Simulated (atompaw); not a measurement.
# Building the PAW (atompaw) potential for V (LDA (PW92), scalar-relativistic).

Input for atompaw 4.2.0.5:

```
V 23
LDA-PW scalarrelativistic loggrid 1500 logderivrange -5 5 251
4 4 3 0 0 0
4 0 0
4 1 0
3 2 2
0 0 0
c
c
c
v
c
c
v
v
2
2.60 1.95 1.90 2.55
y
-0.35
n
y
0.75
n
y
-1.6
n
custom rrkj gramschmidtortho sinc
3 -0.5 vpsmatchnc
2.45
2.60
2.60
2.60
2.55
2.60
PWSCFOUT
UPFDX 0.0125d0 UPFXMIN -7.d0 UPFZMESH 23.d0
END
```

Command:

```bash
atompaw < V.input > V.log
```

Output (summary file):

```
Completed calculations for V (AE)

 Exchange-correlation type: LDA, Perdew-Wang correlation

 Radial integration grid is logarithmic
 r0 =   3.5730895E-04 h =   8.2181060E-03   n =      1500 rmax =   8.0000000E+01

 Scalar relativistic calculation

 AEatom converged in  21 iterations
   nz     =  23.00
   delta  =       9.930833849313E-18

 All Electron Orbital energies:
  n  l      occupancy      energy
  1  0      2.0000000E+00 -3.9585163E+02
  2  0      2.0000000E+00 -4.6754199E+01
  3  0      2.0000000E+00 -7.6033854E+00
  4  0      0.0000000E+00 -2.0341563E+00
  2  1      6.0000000E+00 -3.9530144E+01
  3  1      6.0000000E+00 -5.6794892E+00
  4  1      0.0000000E+00 -1.5917590E+00
  3  2      2.0000000E+00 -2.7354648E+00

 Total energy
   Total                    :    -1890.32777981553022

 ---
 Completed calculations for V (SC)

 Exchange-correlation type: LDA, Perdew-Wang correlation

 Radial integration grid is logarithmic
 r0 =   3.5730895E-04 h =   8.2181060E-03   n =      1500 rmax =   8.0000000E+01

 Scalar relativistic calculation

 SCatom converged in   1 iterations
   nz     =  23.00
   delta  =       9.247235941984E-17

 Valence Electron Orbital energies:
  n  l      occupancy      energy
   4  0      0.0000000E+00 -2.0341563E+00
   4  1      0.0000000E+00 -1.5917590E+00
   3  2      2.0000000E+00 -2.7354648E+00

 Total energy
   Total                    :    -1890.32777981978779
   Valence                  :      -89.30122488318972

 PAW parameters:
       lmax =            2
         rc =    2.6199694370492246
        irc =         1084
   rc_shape =    1.9649827997578257
    rc_vloc =    1.9014276358862068
    rc_core =    2.5561569277179146
   Vloc: VPS match (norm-conservation) with l= 3;e=  -5.0000E-01
   Projector type: RRKJ pseudization + Gram-Schmidt ortho.
   Sinc^2 compensation charge shape zeroed at   1.9650E+00

 Number of basis functions     6
 No.   n  nodes  l      Energy         Cp coeff         Occ
  1    4    3    0   -0.2034156E+01  0.1000000E+01  0.0000000E+00
  2  999    4    0   -0.3500000E+00  0.1500007E-01  0.0000000E+00
  3    4    2    1   -0.1591759E+01  0.1000000E+01  0.0000000E+00
  4  999    3    1    0.7500000E+00  0.7271382E-01  0.0000000E+00
  5    3    0    2   -0.2735465E+01  0.1000000E+01  0.2000000E+01
  6  999    1    2   -0.1600000E+01 -0.2494825E-01  0.0000000E+00

 Eigenvalues of overlap operator (in the basis of projectors):
    1        5.49901720E-04
    2        9.23174632E-04
    3        9.64326076E-02
    4        2.95664592E+00
    5        3.14814317E+00
    6        1.62911115E+07

 Orbital leakage outside PAW augmentation regions
   orb  is_core?  %out_of_sphere
   1 0    T           0.00
   2 0    T           0.00
   3 0    T           0.05
   4 0    F          40.91
   2 1    T           0.00
   3 1    T           0.19
   4 1    F          56.54
   3 2    F           2.30

 Summary of PAW energies
   Total valence energy     :    -89.28307101864959
   Smooth energy            :     11.12057398829222
   One center               :   -100.40364500694182
   Smooth kinetic           :      1.95885116446841
   Vloc energy              :     -0.43095027775049
   Smooth exch-corr         :     -0.44180840255708
   One-center xc            :    -84.01511350731576
```

Note: ghost state, extra bound levels that the all-electron valence spectrum of the same l lacks: s at -1519.6 eV. A true bound ghost makes a file unfit for plane-wave use.

The run took about 1.6 s on one core of a shared server CPU.
